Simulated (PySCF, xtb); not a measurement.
H9PSi3, SMILES [SiH3]P([SiH3])[SiH3].

GFN2-xTB (xtb) at its own geometry gives an orbital gap of 4.22 eV and a dipole moment of 1.78 D.

The structure is a stationary point at r2SCAN-D4/def2-SVP.

**Question.** What does HF/def2-TZVP (PySCF) give? (An estimate is asked for; the answer gives what the named calculation found.)

**Answer.** gap 12.50 eV (levels -9.70 and 2.80 eV), dipole 0.62 D.
